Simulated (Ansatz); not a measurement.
This geometry of AlH$_{5}$OSSi (9 atoms, charge 0, multiplicity 1) is a first-order saddle point.

Level of theory: Ansatz 0.2.0, RKS B3LYP/def2-SVP.

```xyz
9
Properties=species:S:1:pos:R:3
O 0.655 0.670 -1.777
Al 1.013 1.377 -0.274
S 0.195 0.487 1.544
Si -0.971 -1.230 0.909
H 0.930 0.933 -2.659
H 1.914 2.658 -0.105
H -0.947 -1.403 -0.567
H -0.415 -2.448 1.562
H -2.376 -1.044 1.367
```

Problem. Which two structures does it join? (They come from a converged band through this point; their orientation in space is the band's.)

Solution. No bond is made or broken. The dihedral Al2–S3–Si4–H7 goes from 62 to -62°. The two ends are copies of one structure, up to a mirror image or an exchange of like atoms.

Initial state:

```xyz
9
Properties=species:S:1:pos:R:3
O -0.479 1.203 -1.300
Al 0.785 1.522 -0.203
S 1.165 -0.064 1.251
Si -0.327 -1.540 0.690
H -0.816 1.750 -2.015
H 1.639 2.843 -0.203
H -0.123 -2.036 -0.698
H -0.134 -2.668 1.643
H -1.711 -1.011 0.835
```

Final state:

```xyz
9
Properties=species:S:1:pos:R:3
O 1.249 0.030 -1.341
Al 1.114 1.298 -0.211
S -0.451 1.031 1.290
Si -1.285 -0.890 0.713
H 1.857 -0.064 -2.078
H 2.027 2.581 -0.212
H -1.861 -0.853 -0.659
H -0.275 -1.980 0.804
H -2.375 -1.152 1.693
```

Problem. How far does it lie above each of them?

Solution. 0.040 eV above the first and 0.040 eV above the second. This is the barrier of this one path; another mechanism may lie lower.

Run time: 100 s on 2 threads of Arm Neoverse V1 (shared host), peak memory 0.19 GiB.
